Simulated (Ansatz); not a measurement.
Match the barriers

Saddle point of HfHClF4, singlet (HfF₄ ([F][Hf]([F])([F])[F]) + HCl → HfClF₃ ([F][Hf]([F])([F])[Cl]) + HF (still joined by a long Hf–F bond); bonds formed: F2–H6; dative contacts that become bonds: Hf1–Cl7; bonds broken: H6–Cl7; bonds weakened to dative contacts: Hf1–F2), PBE0-D4/def2-TZVP structure:

```
7
angstrom
Hf -0.4498 -0.3598 0.1303
F 1.5891 -0.1959 0.4374
F -0.4319 -2.0855 -0.6303
F -2.0070 0.3909 -0.6594
F -0.9569 -0.4807 1.9426
H 1.5595 0.9242 -0.2537
Cl 0.6969 1.8069 -0.9668
```

Ansatz 0.2.0; basis: def2-TZVPP, with def2-QZVPP for the basis limit; cores frozen in the correlated methods. Core potentials replace the inner electrons of the atoms past krypton. Extrapolation: Hartree–Fock as exp(−7.88 √X), correlation as X^−2.97. Four methods, as single points on the PBE0-D4 structures, gave these electronic barriers from the start structure: 27.4, 34.4, 50.2, 75.0 kJ/mol.

Question: The methods were, in alphabetical order, BHLYP-D4, HF, PBE-D4, PBE0-D4. Which gave which? (A judgement: the text doesn't fix the answer.)

Answer: The calculation gives: PBE-D4 27.4; PBE0-D4 34.4; BHLYP-D4 50.2; HF 75.0 kJ/mol. For comparison, CCSD(T) at an estimated basis limit (MP2 extrapolated from triple and quadruple zeta, plus CCSD(T) − MP2 in triple zeta) gives 44.8 kJ/mol.

T1 diagnostic: at most 0.016.

Labels in which every atom is bracketed show which atoms are joined, not bond orders.

For scale, one of the runs: CCSD(T)/def2-TZVPP, 236 basis functions, launched by `ansatz run in.yaml --threads 8 --pin off --events-out ev --progress --plain --max-ram 19148MiB`. Time: 3.3 min of wall clock on 8 CPU threads of an Arm Neoverse V1; the host was shared. Peak host memory: 5.5 GiB.
